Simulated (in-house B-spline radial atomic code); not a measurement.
A run on an ion of nuclear charge 60 with 60.4 electrons that did not converge. Method: scalar-relativistic (X2C) PBE0, spin-polarised, spherical fractional occupations, Fermi nucleus of rms radius 4.9123 fm; computed with an all-electron radial atomic-structure program (B-spline basis).

Command:
```bash
python run_scf.py task.json out
```
Settings (nuclear radius in fm, mass in u):
```
Z                60
configuration    [Xe] 4f4.4 6s2
hamiltonian      x2c
method           pbe0
spin_polarised   True
nucleus          fermi
rms_radius       4.9123
atomic_mass      141.90773
speed_of_light   137.035999084
```

First and last ten iterations of the last attempt (damped for 15 steps, keeping 80 % of the old Fock matrix, then DIIS):
```
 iter        energy (Eh)    residual
    1       -9609.685074    5.14e-01
    2       -9608.750021    6.46e-01
    3       -9615.954190    4.14e-01
    4       -9619.632360    2.52e-01
    5       -9621.406227    1.55e-01
    6       -9622.210511    9.36e-02
    7       -9622.552984    5.93e-02
    8       -9622.691323    3.57e-02
    9       -9622.746260    2.59e-02
   10       -9622.769242    1.89e-02
  111       -9615.852979    2.17e-01
  112       -9615.853053    2.17e-01
  113       -9615.852749    2.17e-01
  114       -9615.851658    2.17e-01
  115       -9615.853036    2.17e-01
  116       -9615.851766    2.17e-01
  117       -9615.851773    2.17e-01
  118       -9615.851715    2.17e-01
  119       -9622.790515    6.29e-03
  120       -9622.790304    6.48e-03
 not converged after 120 iterations
```

The smallest residual met was 4.6e-03; the threshold is about 6e-07. No energy from this run should be used. The likely cause: this method binds the added charge weakly or not at all at the basis-set limit, so charge moves back and forth between the atom and the box. Time taken, with all properties: 3.9 s on 1 thread of Arm Neoverse V2, on a shared host.
